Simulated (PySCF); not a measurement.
Sn(F)(Et)(OH)2 (C2H7FO2Sn), SMILES C[CH2][Sn]([OH])([OH])[F].

Coordinates come from a PBE-D3(BJ)/def2-SVP optimisation. The structure was generated by enumeration; whether it is a known compound was not checked. The def2 effective core potentials stand for the cores of Sn; spin–orbit coupling is left out. One conformer was computed; it need not be the lowest.

These are PySCF with PBE-D3(BJ)/def2-SVP values and carry that method's errors.

Frequencies are harmonic and unscaled.

| mode | ν (cm⁻¹) | IR (km/mol) | moving atoms (share of kinetic energy) |
|---|---|---|---|
| 1 | 23 | 0.1 | C 37 %, H 35 %, O 21 % |
| 2 | 79 | 1.6 | F 39 %, C 23 %, O 16 %, H 15 % |
| 3 | 96 | 4.0 | O 46 %, H 27 %, C 21 % |
| 4 | 123 | 14.5 | O 48 %, H 35 %, Sn 9 % |
| 5 | 152 | 22.1 | F 48 %, O 31 %, H 11 %, Sn 10 % |
| 6 | 171 | 31.5 | O 47 %, F 23 %, Sn 14 %, H 11 % |
| 7 | 203 | 90.1 | H 82 %, O 14 % |
| 8 | 230 | 8.9 | H 76 %, C 12 % |
| 9 | 245 | 17.7 | H 47 %, C 31 %, Sn 12 %, O 9 % |
| 10 | 263 | 65.2 | H 59 %, C 25 % |
| 11 | 490 | 2.4 | C 66 %, H 21 % |
| 12 | 588 | 49.3 | F 56 %, O 29 %, Sn 11 % |
| 13 | 592 | 61.4 | O 62 %, F 21 %, Sn 14 % |
| 14 | 606 | 85.3 | O 76 %, Sn 15 % |
| 15 | 668 | 17.8 | H 82 %, C 17 % |
| 16 | 841 | 90.8 | H 93 % |
| 17 | 856 | 35.6 | H 92 % |
| 18 | 931 | 7.3 | H 90 %, C 10 % |
| 19 | 942 | 7.6 | H 80 %, C 20 % |
| 20 | 1031 | 6.0 | C 72 %, H 28 % |
| 21 | 1158 | 19.3 | H 68 %, C 32 % |
| 22 | 1197 | 2.3 | H 77 %, C 23 % |
| 23 | 1348 | 2.6 | H 83 %, C 17 % |
| 24 | 1390 | 2.6 | H 89 %, C 11 % |
| 25 | 1419 | 9.1 | H 97 % |
| 26 | 1425 | 4.6 | H 97 % |
| 27 | 2972 | 20.9 | H 97 % |
| 28 | 3009 | 3.3 | H 95 % |
| 29 | 3054 | 8.3 | H 91 %, C 9 % |
| 30 | 3066 | 1.2 | H 90 %, C 10 % |
| 31 | 3082 | 5.6 | H 90 %, C 10 % |
| 32 | 3687 | 55.7 | H 94 % |
| 33 | 3706 | 60.0 | H 94 % |
